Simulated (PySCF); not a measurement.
Run record: core-ionisation job, GeF2H2 (`[H][Ge]([H])([F])[F]`).

Method: delta-SCF UKS SCAN, pcX-2 on the ionised atom, pcseg-1 elsewhere, spin-free X2C (PySCF 2.14.0). Geometry: PBE0-D3(BJ)/def2-SVP. The input is one job of a driver script: a line of settings, then coordinates in Å.

Input:
```
{"job": {"kind": "xps", "metal_2p": true}, "charge": 0, "multiplicity": 1}
Ge    -0.086367    -0.000192    -0.070973
F     -0.135686    -0.002056     1.656741
F      1.597251     0.005359    -0.463518
H     -0.691817     1.315847    -0.559642
H     -0.683391    -1.318968    -0.562608
```

Output:
```
ground state, core basis on atom 1 (F), 96 functions
  cycle   1  E = -2294.93809253  |g| = 8.46e-01
  cycle   2  E = -2294.44974564  |g| = 1.93e+00
  cycle   3  E = -2295.05179681  |g| = 8.30e-02
  cycle   4  E = -2295.05201849  |g| = 9.21e-02
  cycle   5  E = -2295.05325732  |g| = 1.91e-02
  cycle   6  E = -2295.05332108  |g| = 5.41e-03
  cycle   7  E = -2295.05333191  |g| = 7.03e-04
  cycle   8  E = -2295.05333086  |g| = 6.67e-05
  E(ground) = -2295.17725231 Eh
hole in F 1s of atom 1
  cycle   1  E = -2268.71244691  |g| = 2.59e+00
  cycle   2  E = -2268.68758736  |g| = 2.13e+00
  cycle   3  E = -2269.56172633  |g| = 4.00e-01
  cycle   4  E = -2269.51552256  |g| = 5.25e-01
  cycle   5  E = -2269.61040628  |g| = 3.21e-02
  cycle   6  E = -2269.61080698  |g| = 9.38e-03
  cycle   7  E = -2269.61085332  |g| = 2.24e-03
  cycle   8  E = -2269.61085579  |g| = 5.90e-04
  cycle   9  E = -2269.61085547  |g| = 1.18e-04
  E(ion) = -2269.74329096 Eh   <S^2> = 0.7569   hole on atom = 1.000   binding energy = 692.093 eV
```

Cycles run on a coarse grid; E(ground) and E(ion) are re-evaluated on a finer one, so they differ from the last cycle. The program numbers atoms from 0.

Q: How does the 1s binding energy of F2 (atom 2) follow from the two total energies?

A: E(ion) − E(ground) = -2269.74329096 − (-2295.17725231) = 25.433961 Eh, times 27.211386 eV gives 692.09 eV.

In short: F1s of F2 692.09 eV; one atom stands for each set of equivalent ones.

Geometry: PBE0-D3(BJ)/def2-SVP; no solvent, vibrations or thermal averaging.

Q: How long does this job take on an Arm Neoverse V2 with one thread, no GPU, shared host?

A: About 1.7 s.
Labels such as C1 count atoms from 1, the log's own numbers from 0.
